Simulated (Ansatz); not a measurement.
Energy profile

The step: CH₆OSn ([CH3][O][SnH3]) + H₂ → CH₄O ([CH3][OH]) + SnH₄; bonds formed: Sn1–H8, O2–H7; bonds broken: Sn1–O2, H7–H8 (atoms numbered as in the saddle structure below).

Sn1  (-0.239, 1.462, 0.413)
O2  (0.562, -0.335, -0.490)
C3  (-0.162, -1.532, -0.696)
H4  (-1.503, 1.381, -0.755)
H5  (0.678, 2.868, 0.134)
H6  (-0.962, 1.329, 1.953)
H7  (1.230, -0.147, 0.475)
H8  (1.462, 0.524, 1.248)
H9  (-0.444, -2.000, 0.254)
H10  (-1.070, -1.318, -1.265)
H11  (0.449, -2.233, -1.270)
(Å)

Electronic energies by CCSD(T) at an estimated basis limit (MP2 extrapolated from triple and quadruple zeta, plus CCSD(T) − MP2 in triple zeta), on PBE0-D4/def2-TZVP structures; CH$_{8}$OSn, closed shell; no counterpoise correction. Ansatz 0.2.0; basis: def2-TZVPP and def2-QZVPP; cores frozen in the correlated methods. Filled d shells of the heavier atoms are correlated. Core potentials replace the inner electrons of the atoms past krypton. The def2 sets are not built for correlating such inner shells, so the correlated values are less sure here. Extrapolation: Hartree–Fock as exp(−7.88 √X), correlation as X^−2.97.

Problem. Give the profile in eV, counted from the separated reactants. (To be estimated.)

Solution. Computed:
```tsv
point	eV
separated: CH$_{6}$OSn (linked as [CH3][O][SnH3]; Sn1, O2, C3, H4, H5, H6, H9, H10, H11; singlet) + H$_{2}$ (H7, H8; singlet)	0.000
start structure	-0.043
saddle	1.441
end structure	-0.158
separated: SnH$_{4}$ (Sn1, H4, H5, H6, H8; singlet) + CH$_{4}$O (linked as [CH3][OH]; O2, C3, H7, H9, H10, H11; singlet)	-0.010
```

T1 diagnostic: at most 0.015.

For scale, one of the runs: CCSD(T)/def2-TZVPP, 224 basis functions, launched by `ansatz run in.yaml --threads 4 --pin off --events-out ev --progress --plain --max-ram 9574MiB`. Hardware: 4 CPU threads of an Arm Neoverse V2, shared host. Wall time 88 s; peak host memory 4 GiB.
